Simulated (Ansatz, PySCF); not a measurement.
C2H10OSi3, SMILES [SiH3][C@H]1O[SiH2]C[SiH2]1. Atoms are numbered in the order given.

```xyz
16

Si     2.0365     0.5835    -0.6943
C      0.9077    -0.1674     0.6349
O      0.0031     0.8302     1.1233
Si    -1.5321     0.9500     0.4414
C     -1.7269    -0.6856    -0.4769
Si    -0.1662    -1.6314     0.0120
H      2.7263     1.8031    -0.1790
H      1.1967     0.9705    -1.8724
H      3.0525    -0.4222    -1.1355
H      1.5404    -0.5006     1.4769
H     -2.5144     1.1382     1.5465
H     -1.6085     2.1206    -0.4836
H     -1.7518    -0.5204    -1.5658
H     -2.6432    -1.2240    -0.1918
H      0.4720    -2.3737    -1.1183
H     -0.4512    -2.5888     1.1246
```
Charge 0, spin multiplicity 1.

Geometry: PBE0-D3(BJ)/def2-SVP. The structure was generated by enumeration; whether it is a known compound was not checked. Other conformers were not sampled.

Two levels are set side by side: PBE-D3(BJ)/def2-SVP (Ansatz, an electronic-structure program) and PBE0-D3(BJ)/def2-SVP (Ansatz). Each level has its own optimised geometry; the coordinates shown are those of the second. Frequencies come from the Hessian of PySCF at each geometry. Differences are taken from unrounded values.

| quantity | PBE0-D3(BJ) |
|---|---|
| mean bond length (Å) | 1.530 |
| bond Si1–C2 (Å) | 1.899 |
| bond C2–O3 (Å) | 1.432 |
| bond C2–Si6 (Å) | 1.919 |
| bond O3–Si4 (Å) | 1.684 |
| bond Si4–C5 (Å) | 1.886 |
| bond C5–Si6 (Å) | 1.889 |
| bond Si1–H7 (Å) | 1.493 |
| bond Si1–H8 (Å) | 1.498 |
| bond Si1–H9 (Å) | 1.496 |
| bond C2–H10 (Å) | 1.105 |
| bond Si4–H11 (Å) | 1.490 |
| bond Si4–H12 (Å) | 1.494 |
| bond C5–H13 (Å) | 1.102 |
| bond C5–H14 (Å) | 1.100 |
| bond Si6–H15 (Å) | 1.495 |
| bond Si6–H16 (Å) | 1.495 |
| highest harmonic wavenumber (cm⁻¹) | 3169 |
| mean harmonic wavenumber (cm⁻¹) | 1131 |
| zero-point energy (kcal/mol) | 67.90 |

Task: What does PBE-D3(BJ) give, and how far is it from PBE0-D3(BJ)? (An estimate is asked for; the answer gives what the named calculation found.)

Result: 
```
quantity                            PBE-D3(BJ)  PBE-D3(BJ) minus PBE0-D3(BJ)
----------------------------------  ----------  ----------------------------
mean bond length (Å)                     1.541                         0.011
bond Si1–C2 (Å)                          1.912                         0.013
bond C2–O3 (Å)                           1.447                         0.015
bond C2–Si6 (Å)                          1.933                         0.013
bond O3–Si4 (Å)                          1.703                         0.019
bond Si4–C5 (Å)                          1.898                         0.012
bond C5–Si6 (Å)                          1.902                         0.013
bond Si1–H7 (Å)                          1.503                         0.011
bond Si1–H8 (Å)                          1.507                         0.010
bond Si1–H9 (Å)                          1.506                         0.010
bond C2–H10 (Å)                          1.113                         0.008
bond Si4–H11 (Å)                         1.501                         0.010
bond Si4–H12 (Å)                         1.506                         0.012
bond C5–H13 (Å)                          1.109                         0.007
bond C5–H14 (Å)                          1.108                         0.008
bond Si6–H15 (Å)                         1.506                         0.011
bond Si6–H16 (Å)                         1.505                         0.010
highest harmonic wavenumber (cm⁻¹)        3084                           -85
mean harmonic wavenumber (cm⁻¹)           1093                           -38
zero-point energy (kcal/mol)             65.60                         -2.30
```

Exact exchange shortens and stiffens bonds; PBE has none. Differences between two approximate levels are no errors against the true value.
